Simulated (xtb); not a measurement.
xtb input file for C₃H₄BCl, SMILES C#CB(C)Cl, GFN2-xTB. 

```
$ xtb mol.xyz --gfn 2 --sp --chrg 0 --uhf 0 --json
$ cat mol.xyz
9

B      0.24200512    -0.13250256     0.18853003
C     -1.03398338    -0.89678185    -0.07850386
C     -2.06010826    -1.48823729    -0.30006740
H     -2.95161563    -2.01455194    -0.48641301
Cl     0.39580041     1.43954818    -0.47922478
C      1.41061487    -0.77080129     1.03963342
H      2.15529718    -0.04663160     1.35958251
H      1.92640405    -1.52578111     0.44542471
H      1.03214226    -1.28791907     1.91920407
```

Program output:

```
[banner left out]
          |                Calculation Setup                |
           -------------------------------------------------



           -------------------------------------------------
          |                 G F N 2 - x T B                 |
           -------------------------------------------------

        Reference                      10.1021/acs.jctc.8b01176
      * Hamiltonian:
        H0-scaling (s, p, d)           1.850000    2.230000    2.230000
        zeta-weighting                 0.500000
      * Dispersion:
        s8                             2.700000
        a1                             0.520000
        a2                             5.000000
        s9                             5.000000
      * Repulsion:
        kExp                           1.500000    1.000000
        rExp                           1.000000
      * Coulomb:
        alpha                          2.000000
        third order                    shell-resolved
        anisotropic                    true
        a3                             3.000000
        a5                             4.000000
        cn-shift                       1.200000
        cn-exp                         4.000000
        max-rad                        5.000000


          ...................................................
          :                      SETUP                      :
          :.................................................:
          :  # basis functions                  30          :
          :  # atomic orbitals                  29          :
          :  # shells                           15          :
          :  # electrons                        26          :
          :  max. iterations                   250          :
          :  Hamiltonian                  GFN2-xTB          :
          :  restarted?                      false          :
          :  GBSA solvation                  false          :
          :  PC potential                    false          :
          :  electronic temp.          300.0000000     K    :
          :  accuracy                    1.0000000          :
          :  -> integral cutoff          0.2500000E+02      :
          :  -> integral neglect         0.1000000E-07      :
          :  -> SCF convergence          0.1000000E-05 Eh   :
          :  -> wf. convergence          0.1000000E-03 e    :
          :  Broyden damping             0.4000000          :
          :  net charge                          0          :
          :  unpaired electrons                  0          :
          ...................................................

 iter      E             dE          RMSdq      gap      omega  full diag
   1    -14.2432774 -0.142433E+02  0.876E+00    4.97       0.0  T
   2    -14.3558187 -0.112541E+00  0.619E+00    2.94       1.0  T
   3    -14.3400557  0.157630E-01  0.338E+00    4.12       1.0  T
   4    -14.3657668 -0.257111E-01  0.233E+00    3.63       1.0  T
   5    -14.4192086 -0.534418E-01  0.502E-01    3.59       1.0  T
   6    -14.4192552 -0.465961E-04  0.354E-01    3.77       1.0  T
   7    -14.4201385 -0.883280E-03  0.838E-02    3.66       1.0  T
   8    -14.4201673 -0.287501E-04  0.187E-02    3.68       1.8  T
   9    -14.4201676 -0.361731E-06  0.138E-02    3.68       2.4  T
  10    -14.4201684 -0.799298E-06  0.537E-03    3.68       6.2  T
  11    -14.4201684 -0.315210E-07  0.332E-03    3.67      10.0  T
  12    -14.4201685 -0.480110E-07  0.221E-03    3.67      15.1  T
  13    -14.4201685 -0.363669E-07  0.413E-04    3.68      80.8  T
  14    -14.4201685 -0.135771E-08  0.125E-04    3.68     267.4  T

   *** convergence criteria satisfied after 14 iterations ***

         #    Occupation            Energy/Eh            Energy/eV
      -------------------------------------------------------------
         1        2.0000           -1.0394799             -28.2857
       ...           ...                  ...                  ...
         7        2.0000           -0.4807280             -13.0813
         8        2.0000           -0.4660230             -12.6811
         9        2.0000           -0.4498039             -12.2398
        10        2.0000           -0.4445769             -12.0976
        11        2.0000           -0.4265875             -11.6080
        12        2.0000           -0.4221142             -11.4863
        13        2.0000           -0.4042982             -11.0015 (HOMO)
        14                         -0.2692432              -7.3265 (LUMO)
        15                         -0.1757754              -4.7831
        16                         -0.1172699              -3.1911
        17                         -0.0243580              -0.6628
        18                          0.0230669               0.6277
       ...                                ...                  ...
        29                          1.3633181              37.0978
      -------------------------------------------------------------
                  HL-Gap            0.1350550 Eh            3.6750 eV
             Fermi-level           -0.3367707 Eh           -9.1640 eV

 SCC (total)                   0 d,  0 h,  0 min,  0.006 sec
 SCC setup                      ...        0 min,  0.000 sec (  1.396%)
 Dispersion                     ...        0 min,  0.000 sec (  0.731%)
 classical contributions        ...        0 min,  0.000 sec (  0.291%)
 integral evaluation            ...        0 min,  0.001 sec ( 16.087%)
 iterations                     ...        0 min,  0.003 sec ( 53.417%)
 molecular gradient             ...        0 min,  0.002 sec ( 26.762%)
 printout                       ...        0 min,  0.000 sec (  1.176%)

         :::::::::::::::::::::::::::::::::::::::::::::::::::::
         ::                     SUMMARY                     ::
         :::::::::::::::::::::::::::::::::::::::::::::::::::::
         :: total energy             -14.200123789342 Eh    ::
         :: gradient norm              0.000383691684 Eh/a0 ::
         :: HOMO-LUMO gap              3.675033222389 eV    ::
         ::.................................................::
         :: SCC energy               -14.420163604852 Eh    ::
         :: -> isotropic ES            0.030589132696 Eh    ::
         :: -> anisotropic ES          0.000847452861 Eh    ::
         :: -> anisotropic XC          0.010359455635 Eh    ::
         :: -> dispersion             -0.004789224132 Eh    ::
         :: repulsion energy           0.220039815510 Eh    ::
         :: add. restraining           0.000000000000 Eh    ::
         :: total charge               0.000000000000 e     ::
         :::::::::::::::::::::::::::::::::::::::::::::::::::::

           -------------------------------------------------
          |                Property Printout                |
           -------------------------------------------------

    * Orbital Energies and Occupations

         #    Occupation            Energy/Eh            Energy/eV
      -------------------------------------------------------------
         1        2.0000           -1.0394799             -28.2857
         2        2.0000           -0.6171173             -16.7926
         3        2.0000           -0.5903783             -16.0650
         4        2.0000           -0.5456297             -14.8473
         5        2.0000           -0.5053126             -13.7503
         6        2.0000           -0.4866290             -13.2418
         7        2.0000           -0.4807280             -13.0813
         8        2.0000           -0.4660230             -12.6811
         9        2.0000           -0.4498039             -12.2398
        10        2.0000           -0.4445769             -12.0976
        11        2.0000           -0.4265875             -11.6080
        12        2.0000           -0.4221142             -11.4863
        13        2.0000           -0.4042982             -11.0015 (HOMO)
        14                         -0.2692432              -7.3265 (LUMO)
        15                         -0.1757754              -4.7831
        16                         -0.1172699              -3.1911
        17                         -0.0243580              -0.6628
        18                          0.0230669               0.6277
        19                          0.0308887               0.8405
        20                          0.0309105               0.8411
        21                          0.0443115               1.2058
        22                          0.0958338               2.6078
        23                          0.1747552               4.7553
        24                          0.2024009               5.5076
       ...                                ...                  ...
        29                          1.3633181              37.0978
      -------------------------------------------------------------
                  HL-Gap            0.1350550 Eh            3.6750 eV
             Fermi-level           -0.3367707 Eh           -9.1640 eV

     #   Z          covCN         q      C6AA      α(0)
     1   5 B        2.627     0.335    16.873     6.943
     2   6 C        1.904    -0.092    33.648     9.368
     3   6 C        1.909    -0.069    32.982     9.275
     4   1 H        0.928     0.084     1.939     2.178
     5  17 Cl       0.847    -0.227   106.265    15.770
     6   6 C        3.679    -0.192    24.523     7.094
     7   1 H        0.925     0.049     2.328     2.386
     8   1 H        0.924     0.060     2.196     2.317
     9   1 H        0.925     0.051     2.307     2.375

 Mol. C6AA /au·bohr⁶  :       1353.758182
 Mol. C8AA /au·bohr⁸  :      40641.573063
 Mol. α(0) /au        :         57.705655


Wiberg/Mayer (AO) data.
largest (>0.10) Wiberg bond orders for each atom

 ---------------------------------------------------------------------------
     #   Z sym  total        # sym  WBO       # sym  WBO       # sym  WBO
 ---------------------------------------------------------------------------
     1   5 B    3.340 --     5 Cl   1.114     2 C    1.066     6 C    1.032
     2   6 C    3.960 --     3 C    2.856     1 B    1.066
     3   6 C    3.965 --     2 C    2.856     4 H    0.968
     4   1 H    0.993 --     3 C    0.968
     5  17 Cl   1.221 --     1 B    1.114
     6   6 C    3.984 --     1 B    1.032     7 H    0.983     9 H    0.969
                             8 H    0.950
     7   1 H    0.997 --     6 C    0.983
     8   1 H    0.996 --     6 C    0.950
     9   1 H    0.997 --     6 C    0.969
 ---------------------------------------------------------------------------

Topologies differ in total number of bonds
Writing topology from bond orders to xtbtopo.mol

molecular dipole:
                 x           y           z       tot (Debye)
 q only:       -0.027      -0.693       0.286
   full:       -0.058      -0.609       0.218       1.652
molecular quadrupole (traceless):
                xx          xy          yy          xz          yz          zz
 q only:        1.930       0.110      -1.759       0.774       0.947      -0.171
  q+dip:        4.855       2.663      -2.643       2.063       1.564      -2.212
   full:        2.829       0.916      -2.232       0.816       1.552      -0.597


           -------------------------------------------------
          | TOTAL ENERGY              -14.200123789342 Eh   |
          | GRADIENT NORM               0.000383691684 Eh/α |
          | HOMO-LUMO GAP               3.675033222389 eV   |
           -------------------------------------------------

------------------------------------------------------------------------
------------------------------------------------------------------------
 total:
Note: The following floating-point exceptions are signalling: IEEE_UNDERFLOW_FLAG IEEE_DENORMAL
normal termination of xtb
 SCF:
```

Self-consistency was reached.
